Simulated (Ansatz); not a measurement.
`O[SiH](O)N[SiH2]Cl` + `C=C=N` → `C=C=N[SiH2]Cl` + `N[SiH](O)O`  (ligand exchange at the Si–N bond)

Calculated with Ansatz (gas phase, PBE0-D4/def2-TZVP geometries, no zero-point term in ΔE). CBS: MP2 limit from def2 TZ/QZ plus the TZ coupled-cluster correction, frozen cores. This one scheme is used for every species. DFT in def2-TZVPP. B3LYP here is the variant with VWN-RPA as its local correlation; programs differ in this. Each species was taken in one conformer, which may not be the lowest.

`O[SiH](O)N[SiH2]Cl`:

Cartesian coordinates in Å:
```
O 0.368 -1.587 -1.951
Si 0.869 -0.447 -0.900
O 1.284 -1.205 0.490
N -0.334 0.720 -0.476
Si -1.152 0.851 1.017
Cl 0.153 1.323 2.561
H -0.271 -2.233 -1.647
H 1.978 0.235 -1.597
H 1.482 -0.664 1.260
H -0.469 1.487 -1.120
H -2.142 1.948 0.937
H -1.766 -0.429 1.426
```

`C=C=N`:

```xyz
6

C    -0.959   -0.008    0.146
C     0.330    0.136    0.005
N     1.520    0.377   -0.081
H    -1.630    0.281   -0.651
H    -1.363   -0.428    1.058
H     2.101   -0.358   -0.477
```

`C=C=N[SiH2]Cl`:

```xyz
9

C     1.808    0.167    1.238
C     0.875    0.390    0.351
N     0.039    0.640   -0.484
Si   -1.431   -0.068   -1.031
Cl   -1.914   -1.788   -0.022
H     2.670   -0.432    0.979
H     1.715    0.574    2.235
H    -1.256   -0.401   -2.458
H    -2.506    0.918   -0.809
```

`N[SiH](O)O`:

```xyz
9

N     0.051    0.816   -0.956
Si   -0.143    0.025    0.553
O     1.336   -0.517    1.006
O    -1.299   -1.119    0.352
H    -0.763    1.112   -1.471
H     0.808    1.468   -1.083
H    -0.610    0.820    1.704
H     1.868   -0.948    0.335
H    -1.248   -1.656   -0.440
```

**Question.** Is it downhill or uphill in electronic energy at CCSD(T)/CBS, and by how much? (An estimate is asked.)

**Answer.** Ansatz gave: Nearly level: ΔE = +0.7 kcal/mol.

**Question.** What do these levels give: PBE-D4, ωB97X-V, r2SCAN, B3LYP, CCSD/def2-TZVPP, MP2/def2-QZVPP? (Best estimate.)

**Answer.** The calculation gave: PBE-D4 0.8, ωB97X-V 0.9, r2SCAN 0.2, B3LYP -1.2, CCSD/def2-TZVPP 0.7, MP2/def2-QZVPP -0.5 kcal/mol.

Largest T1 diagnostic among the species: 0.015.

In def2-TZVPP, CCSD(T) changes the Hartree–Fock value by +2.5 kcal/mol (the triples alone add +0.2 kcal/mol) and MP2 by +1.3 kcal/mol. The D4 term adds +1.7 kcal/mol with B3LYP and +0.9 kcal/mol with PBE0; it sums over pairs of atoms, weighted by their polarisabilities, and B3LYP, whose exchange is more repulsive, gets the larger term.
